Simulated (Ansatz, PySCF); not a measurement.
Complex: CHN (SMILES C#N) (first 3 atoms) with C2H6O (SMILES COC); geometry from B3LYP-D3(BJ)/def2-TZVP, rigid monomers moved along the line of their centres of mass till H3···O5 is 2.72 Å.
(charge 0, multiplicity 1):
```xyz
12

C     -0.29344     0.18843    -0.30608
N     -0.36187     0.30994    -1.44480
H     -0.22674     0.07382     0.76550
C      0.14825    -1.46810     4.09963
O     -0.04573    -0.21711     3.46664
C      0.00679     0.87543     4.36489
H     -0.62848    -1.65313     4.85036
H      1.12974    -1.51588     4.58516
H      0.09169    -2.23551     3.32955
H     -0.77583     0.79471     5.12786
H     -0.15155     1.78271     3.78445
H      0.98232     0.93050     4.86151
```

Interaction energies are E(AB) − E(A) − E(B) at the monomers' geometry in the complex; basis-set methods are counterpoise corrected.

Frozen-core correlation.

Codes used: Ansatz (a program for electronic structure); PySCF for the dispersion terms. Each number belongs to the level named beside it.

PBE/def2-TZVPPD gives -3.21 kcal/mol for the interaction energy.

Question: How do the other levels lie against it? Give each less PBE: PBE-D3(BJ)/def2-TZVPPD, r2SCAN/def2-TZVPPD, PBE0/def2-TZVPPD, wB97M-V/def2-TZVPPD, MP2/aug-cc-pVDZ, CCSD(T)/aug-cc-pVDZ.

Answer: PBE-D3(BJ)/def2-TZVPPD -0.43; r2SCAN/def2-TZVPPD -0.01; PBE0/def2-TZVPPD -0.14; wB97M-V/def2-TZVPPD -0.43; MP2/aug-cc-pVDZ -0.38; CCSD(T)/aug-cc-pVDZ -0.32 kcal/mol. 0 of 6 lie above PBE; the widest gap is to PBE-D3(BJ)/def2-TZVPPD.
